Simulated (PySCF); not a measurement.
Isomers of C5H8F3OP, mass 172.026 u with the commonest isotopes. Theory: PBE0-D3(BJ)/def2-SVP geometry optimisation, gas phase (PySCF). One conformer each, none proved a minimum here; rigid rotors.

Problem. Order these by rotational constant A, smallest first.
A. `[CH3:1]/[CH:2]=[CH:3]/[P@@:4]([CH3:5])(=[O:6])[C:7]([F:8])([F:9])[F:10]` with C2–C3–P4–C5 -130°
B. `[O:1]=[P@@H:2]1[CH2:3][CH2:4][C@H:5]([C:6]([F:7])([F:8])[F:9])[CH2:10]1` with O1–P2–C3–C4 -109°, P2–C3–C4–C5 -38°, C3–C4–C5–C6 173°, C4–C5–C10–P2 -36°
C. `[CH3:1][CH2:2][P@:3]([CH3:4])(=[O:5])[C:6]([F:7])=[C:8]([F:9])[F:10]` with C1–C2–P3–C4 -56°, C2–P3–C6–F7 -73°

Solution. C (1537 MHz), A (1675 MHz), B (2449 MHz).

Problem. Order these by radius of gyration √(Σ m r²/M), largest first.
A. `[CH3:1]/[CH:2]=[CH:3]/[P@@:4]([CH3:5])(=[O:6])[C:7]([F:8])([F:9])[F:10]` with C2–C3–P4–C5 -130°
B. `[O:1]=[P@@H:2]1[CH2:3][CH2:4][C@H:5]([C:6]([F:7])([F:8])[F:9])[CH2:10]1` with O1–P2–C3–C4 -109°, P2–C3–C4–C5 -38°, C3–C4–C5–C6 173°, C4–C5–C10–P2 -36°
C. `[CH3:1][CH2:2][P@:3]([CH3:4])(=[O:5])[C:6]([F:7])=[C:8]([F:9])[F:10]` with C1–C2–P3–C4 -56°, C2–P3–C6–F7 -73°

Solution. B (2.313 Å), A (2.224 Å), C (2.183 Å).

Problem. Order these by rotational constant B, smallest first.
A. `[CH3:1][CH2:2][P@:3]([CH3:4])(=[O:5])[C:6]([F:7])=[C:8]([F:9])[F:10]` with C1–C2–P3–C4 -56°, C2–P3–C6–F7 -73°
B. `[O:1]=[P@@H:2]1[CH2:3][CH2:4][C@H:5]([C:6]([F:7])([F:8])[F:9])[CH2:10]1` with O1–P2–C3–C4 -109°, P2–C3–C4–C5 -38°, C3–C4–C5–C6 173°, C4–C5–C10–P2 -36°
C. `[CH3:1]/[CH:2]=[CH:3]/[P@@:4]([CH3:5])(=[O:6])[C:7]([F:8])([F:9])[F:10]` with C2–C3–P4–C5 -130°

Solution. B (646.8 MHz), C (763.6 MHz), A (838.3 MHz).

| SMILES | point group | Ia (u·Å²) | Ib (u·Å²) | Ic (u·Å²) | κ | μa (D) | μb (D) | μc (D) |
| --- | --- | --- | --- | --- | --- | --- | --- | --- |
| O=[P@@H]1CC[C@H](C(F)(F)F)C1 | C1 | 206.33 | 781.36 | 853.03 | -0.94 | 1.10 | 2.05 | 2.61 |
| C/C=C/[P@@](C)(=O)C(F)(F)F | C1 | 301.65 | 661.86 | 738.64 | -0.84 | 2.41 | 0.22 | 3.35 |
| CC[P@](C)(=O)C(F)=C(F)F | C1 | 328.84 | 602.86 | 707.25 | -0.70 | 1.89 | 2.92 | 0.05 |
